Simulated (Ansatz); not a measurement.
Isolated molecules relaxed with PBE0-D4/def2-TZVP in Ansatz; ΔE leaves out vibrations. CCSD(T)/CBS is the MP2 limit (def2-TZVPP, def2-QZVPP) plus CCSD(T) − MP2 in def2-TZVPP, frozen cores. This one scheme is used for every species. DFT in def2-TZVPP. Elements past krypton have def2 core potentials. For In outer-core shells are correlated without core-valence functions, which leaves a few kJ/mol of doubt a bond. Each species was taken in one conformer, which may not be the lowest.

Reaction (ligand exchange at the Si–O bond): `C[O][In]([SH])[O][SiH3]` + `[SiH3]P` → `[SiH3]P[SiH3]` + `C[O][In]([OH])[SH]`

`C[O][In]([SH])[O][SiH3]`:

```xyz
13

C     1.512    1.144   -1.063
O     1.345    1.540    0.278
In    0.034    0.657    1.452
S    -0.363    1.188    3.703
O    -1.033   -0.797    0.640
Si   -1.186   -1.584   -0.776
H     2.269    1.794   -1.513
H     0.593    1.244   -1.654
H     1.862    0.108   -1.158
H    -1.311    0.237    3.795
H     0.096   -2.226   -1.189
H    -2.221   -2.643   -0.640
H    -1.596   -0.661   -1.875
```

`[SiH3]P`:

Z-matrix (Å, degrees):
```
Si
P 1 2.255
H 1 1.487 2 113.9
H 1 1.486 2 108.0 3 -121.2
H 1 1.486 2 108.0 3 121.2
H 2 1.421 1 93.8 3 -46.7
H 2 1.421 1 93.8 3 47.0
```

`[SiH3]P[SiH3]`:

Z-matrix (Å, degrees):
```
Si
P 1 2.250
H 1 1.487 2 113.6
H 1 1.486 2 108.7 3 121.5
H 1 1.486 2 107.4 3 -120.5
Si 2 2.250 1 95.8 3 47.4
H 2 1.422 1 94.6 3 -47.7
H 6 1.487 2 113.6 1 -47.4
H 6 1.486 2 108.7 1 -169.0
H 6 1.486 2 107.4 1 73.1
```

`C[O][In]([OH])[SH]`:

Cartesian coordinates in Å:
```
C -0.367 1.529 1.047
O 0.292 0.284 1.020
In 0.230 -0.884 -0.565
O -0.691 -0.073 -2.115
S 1.242 -3.018 -0.496
H -0.420 2.018 0.067
H -1.392 1.429 1.426
H 0.178 2.195 1.725
H -0.695 -0.635 -2.893
H 1.622 -2.845 0.782
```

```csv
level,ΔE (kcal/mol)
r2SCAN-D4,16.6
ωB97M-V,18.3
```

(1) What does CCSD(T)/CBS give? (An estimate is asked.)

Largest T1 diagnostic among the species: 0.016.

Results:

(1) The calculation gave: +18.2 kcal/mol. The listed levels differ from it by -1.6, 0.1 kcal/mol.

From PBE to PBE0 (25 % exact exchange), in def2-TZVPP and without D4, ΔE moves by +1.9 kcal/mol. In def2-TZVPP, CCSD(T) changes the Hartree–Fock value by −6.1 kcal/mol (the triples alone add −1.0 kcal/mol) and MP2 by −6.4 kcal/mol.

CCSD(T)/CBS has its own doubt, a few kJ/mol and more with outer-core shells, so smaller differences from it don't rank the levels.
